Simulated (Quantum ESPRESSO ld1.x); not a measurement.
The numbers below are computed, except where a source is named.
Question: All-electron atom: Te18+ in [Ar] 3d10 4s2 4p4. Code: ld1.x of Quantum ESPRESSO 7.5. Model: non-relativistic Kohn-Sham, LDA (Slater exchange, VWN5 correlation), spin-polarised, spherical densities, point nucleus; open shells are filled with parallel spins first; relativity is left out, which matters for an element this heavy. Some entries of the table are withheld. Estimate them.

orbital  occ.  eigenvalue (eV)  <1/r> (bohr^-1)  <r^2> (bohr^2)
1s up       1       -30846.025            51.43        0.001145
1s down     1       -30845.113            51.43        0.001145
2s up       1        -5023.720            11.80         0.01864
2s down     1        -5023.122            11.80         0.01864
2p up       3        -4747.371            11.81         0.01399
2p down     3        -4746.546            11.81         0.01399
3s up       1        -1357.600            4.322          0.1267
3s down     1        -1356.568            4.323          0.1265
3p up       3        -1242.260            4.254          0.1208
3p down     3        -1241.154            4.255          0.1206
3d up       5        -1028.906            4.129          0.1007
3d down     5        -1027.864            4.131          0.1005
4s up       1         -553.744            1.960          0.5732
4s down     1         -549.385            1.959          0.5741
4p up       3              (1)            1.896          0.5961
4p down     1              (2)            1.895          0.5975
4d up       0         -433.240            1.769          0.6360
4d down     0         -429.115            1.767          0.6383
5s up       0         -296.829            1.105           1.798
5s down     0         -295.149            1.100           1.813

Answer: 
(1) 4p up eigenvalue (eV): -509.896
(2) 4p down eigenvalue (eV): -505.587
